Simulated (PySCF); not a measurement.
Species: C3H5GeNO.
Atom-mapped SMILES: `[NH2:1][GeH2:2][C:3]#[C:4][CH:5]=[O:6]` (hydrogens: H7, H8 on N1; H9, H10 on Ge2; H11 on C5)

Computed, not measured: PBE0-D3(BJ)/def2-SVP geometry optimisation, gas phase (PySCF).

Question: Give the optimised bond lengths and angles.

Answer: 
```
           bond  length (Å)   order
         N1–Ge2       1.826  single
         Ge2–C3       1.925  single
          C3≡C4       1.222  triple
          C4–C5       1.448  single
          C5=O6       1.205  double
   N1–H7, N1–H8       1.017  single
Ge2–H9, Ge2–H10       1.533  single
         C5–H11       1.118  single
```

Bonds in one row agree within 0.01 Å and their mean is given. Orders are formal, as drawn. A selection of angles:
```
     angle  degrees
 Ge2–N1–H7    114.3
  H7–N1–H8    108.4
 N1–Ge2–C3    113.1
 N1–Ge2–H9    108.4
 C3–Ge2–H9    107.0
H9–Ge2–H10    113.0
 Ge2–C3–C4    176.3
  C3–C4–C5    178.3
  C4–C5–O6    124.2
 C4–C5–H11    114.2
 O6–C5–H11    121.7
```

N1 (nitrogen bonded to Ge and 2 H) is pyramidal (angles 114.3°, 114.3° and 108.4°, sum 336.9°, 0.34 Å off the plane of its three neighbours). The C–C distances run from 1.222 Å (C3≡C4, drawn triple) to 1.448 Å (C4–C5, drawn single), a spread of 0.226 Å. The 6 heavy atoms lie in one plane (0.002 Å rms). Ge2 (germanium bonded to C, N and 2 H) is distorted tetrahedral (angles from 107.0° to 113.1°).

Point group: Cs (tolerance 0.08 Å). No PBE0-D3(BJ)/def2-SVP frequencies stand behind this structure, so it isn't proved a minimum. The numbers are those of one conformer (H–N1–Ge2–C3 -63° and 63°).
